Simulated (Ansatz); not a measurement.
C$_{2}$H$_{7}$Ga (`[CH3][GaH][CH3]`), relaxed with RKS PBE-D4/def2-SVP in Ansatz from a rough embedded geometry. The force threshold is 0.03 eV/Å; the program also tests the step.

Total charge 0; spin multiplicity 1.

Start:

```xyz
10

C    -0.041    1.475    0.496
Ga    0.967   -0.242   -0.122
C    -0.199   -1.418   -0.535
H     0.034    1.745   -0.529
H     0.372    2.379    1.098
H    -1.115    1.371    0.820
H     1.229   -0.366    0.966
H    -1.208   -1.427   -0.126
H     0.112   -2.522   -0.552
H    -0.152   -0.998   -1.517
```

By how much does the energy fall, and how many steps does the optimiser take? (Estimate.)

Computed: 714.51 kJ/mol, in 7 steps.

Which bonds change most? (An estimate is asked.)

Ansatz gave: Ga2–H7 from 1.127 to 1.590 Å; Ga2–C3 from 1.707 to 1.983 Å; C1–Ga2 from 2.084 to 1.983 Å; C1–H5 from 1.162 to 1.107 Å.

Give the relaxed structure. (An estimate is asked.)

Ansatz gave: 
```xyz
10

C    -0.087    1.664    0.425
Ga    0.640   -0.181    0.418
C    -0.282   -1.559   -0.668
H    -0.036    2.092   -0.599
H     0.453    2.341    1.113
H    -1.161    1.651    0.708
H     1.934   -0.545    1.269
H    -1.313   -1.709   -0.283
H     0.237   -2.537   -0.662
H    -0.384   -1.217   -1.719
```
